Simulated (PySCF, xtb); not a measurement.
thionyl fluoride (F2OS), SMILES O=S(F)F.

Harmonic wavenumbers (cm⁻¹) from xtb with GFN2-xTB at its own minimum, in rising order: 253, 322, 411, 616, 694, 1304.

Question: What does PBE-D3(BJ)/def2-TZVP run with PySCF give at its own minimum? (An estimate is asked for; the answer gives what the named calculation found.)

Answer: 331, 361, 480, 684, 750, 1288. Paired by order, the mean absolute difference is 54 cm⁻¹ and the zero-point energies are 5.1 and 5.6 kcal/mol.
